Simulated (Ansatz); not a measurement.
C3H5N, SMILES `C=C=CN` (charge 0, multiplicity 1).

Method: Ansatz (an electronic-structure program) with r2SCAN0/cc-pVTZ // B3LYP-D3(BJ)/def2-TZVP.

Ansatz 0.2 input:
```yaml
crystal:
  periodic: [false, false, false]
  atoms:
    - { symbol: C, position_ang: [1.858711, 0.283712, -0.003848] }
    - { symbol: C, position_ang: [0.624913, -0.108813, 0.137535] }
    - { symbol: C, position_ang: [-0.613534, -0.484781, 0.321554] }
    - { symbol: N, position_ang: [-1.766497, 0.217381, -0.072705] }
    - { symbol: H, position_ang: [2.333167, 0.951077, 0.711029] }
    - { symbol: H, position_ang: [2.470238, -0.039546, -0.842107] }
    - { symbol: H, position_ang: [-0.814112, -1.389963, 0.885811] }
    - { symbol: H, position_ang: [-2.510489, -0.383039, -0.398532] }
    - { symbol: H, position_ang: [-1.582399, 0.953971, -0.738735] }
basis:
  gaussian: { orbitals: cc-pVTZ }
hamiltonian:
  xc: r2scan0
```

Output:

```
Functional definition: r2SCAN0
997 factors; their error is unknown
mean field evaluation 1: about -4672.6269 eV, gradient 5.4e1 eV
mean field evaluation 2: about -4673.0558 eV, gradient 5.2e1 eV
mean field evaluation 4: about -4678.8395 eV, gradient 2.4e0 eV
mean field evaluation 8: about -4678.8558 eV, gradient 3.1e-2 eV
mean field evaluation 16: about -4678.8503 eV, gradient 6.4e-5 eV
mean field -4678.85026696 eV, -171.9445758722 hartree, gradient 6.4e-5 eV, S^2 0.000000; 0 other end points of the search recorded, 0 dependent functions left out
reference -4678.85027510 eV, -171.9445761712 hartree; 15, 15 occupied and 175, 175 virtual orbitals, 997 factors
Total energy: -4678.85027510 eV, -171.9445761712 hartree
```
